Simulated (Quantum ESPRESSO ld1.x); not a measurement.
Species: neutral hafnium. Configuration: [Xe] 4f14 5d1 6s2 7s1 (not the ground configuration).

Method: Dirac Kohn-Sham, revPBE, spin-unpolarised, spherical densities, point nucleus; open shells fill j = l - 1/2 first; computed with ld1.x of Quantum ESPRESSO 7.5.

Energy parts (hartree):
| part | energy |
|---|---|
| total | -15097.89 |
| kinetic | 16892.63 |
| electron-nucleus | -37589.92 |
| Hartree | 5909.23 |
| exchange-correlation | -309.83 |

Orbitals (lengths in bohr, moments of r in powers of bohr; r(max) is where P^2 peaks; r(90%) holds 90 % of the orbital's charge):
1s1/2: occ. 2; eigenvalue (hartree) -2396.37; <r^2> 0.0004949; r(90%) 0.0345; <r> 0.01898; r(max) 0.01190
2s1/2: occ. 2; eigenvalue (hartree) -409.730; <r^2> 0.007580; r(90%) 0.125; <r> 0.07976; r(max) 0.06824
2p1/2: occ. 2; eigenvalue (hartree) -391.270; <r^2> 0.005433; r(90%) 0.110; <r> 0.06612; r(max) 0.05092
2p3/2: occ. 4; eigenvalue (hartree) -347.469; <r^2> 0.006639; r(90%) 0.120; <r> 0.07385; r(max) 0.05754
3s1/2: occ. 2; eigenvalue (hartree) -93.5151; <r^2> 0.04966; r(90%) 0.306; <r> 0.2081; r(max) 0.1924
3p1/2: occ. 2; eigenvalue (hartree) -85.3446; <r^2> 0.04570; r(90%) 0.298; <r> 0.1981; r(max) 0.1804
3p3/2: occ. 4; eigenvalue (hartree) -75.9573; <r^2> 0.05237; r(90%) 0.318; <r> 0.2124; r(max) 0.1940
3d3/2: occ. 4; eigenvalue (hartree) -62.1560; <r^2> 0.04080; r(90%) 0.290; <r> 0.1863; r(max) 0.1524
3d5/2: occ. 6; eigenvalue (hartree) -60.1089; <r^2> 0.04263; r(90%) 0.296; <r> 0.1908; r(max) 0.1562
4s1/2: occ. 2; eigenvalue (hartree) -19.0081; <r^2> 0.2477; r(90%) 0.673; <r> 0.4681; r(max) 0.4378
4p1/2: occ. 2; eigenvalue (hartree) -15.6624; <r^2> 0.2567; r(90%) 0.691; <r> 0.4746; r(max) 0.4383
4p3/2: occ. 4; eigenvalue (hartree) -13.5153; <r^2> 0.2932; r(90%) 0.738; <r> 0.5075; r(max) 0.4673
4d3/2: occ. 4; eigenvalue (hartree) -8.02392; <r^2> 0.3244; r(90%) 0.794; <r> 0.5286; r(max) 0.4660
4d5/2: occ. 6; eigenvalue (hartree) -7.63081; <r^2> 0.3386; r(90%) 0.812; <r> 0.5401; r(max) 0.4753
5s1/2: occ. 2; eigenvalue (hartree) -2.66679; <r^2> 1.446; r(90%) 1.63; <r> 1.134; r(max) 1.016
5p1/2: occ. 2; eigenvalue (hartree) -1.71816; <r^2> 1.804; r(90%) 1.85; <r> 1.261; r(max) 1.099
5p3/2: occ. 4; eigenvalue (hartree) -1.42970; <r^2> 2.123; r(90%) 2.01; <r> 1.367; r(max) 1.184
4f5/2: occ. 6; eigenvalue (hartree) -0.86147; <r^2> 0.5784; r(90%) 1.13; <r> 0.6694; r(max) 0.4521
4f7/2: occ. 8; eigenvalue (hartree) -0.79735; <r^2> 0.6024; r(90%) 1.16; <r> 0.6819; r(max) 0.4574
6s1/2: occ. 2; eigenvalue (hartree) -0.30928; <r^2> 11.19; r(90%) 4.58; <r> 3.149; r(max) 2.754
5d3/2: occ. 1; eigenvalue (hartree) -0.27496; <r^2> 5.520; r(90%) 3.41; <r> 2.146; r(max) 1.602
5d5/2: occ. 0; eigenvalue (hartree) -0.25443; <r^2> 5.930; r(90%) 3.53; <r> 2.223; r(max) 1.652
7s1/2: occ. 1; eigenvalue (hartree) -0.05312; <r^2> 87.67; r(90%) 12.5; <r> 8.900; r(max) 8.252

The highest occupied level is 7s1/2 at -1.445 eV. The configuration is held as typed, so some empty levels lie below it. The density falls to 0.001 e/bohr^3 at r = 4.64 bohr. Summed over all electrons, <r^2> = 145.2 bohr^2, which gives a Langevin (diamagnetic) susceptibility term of -115 x 10^-6 cm^3/mol.
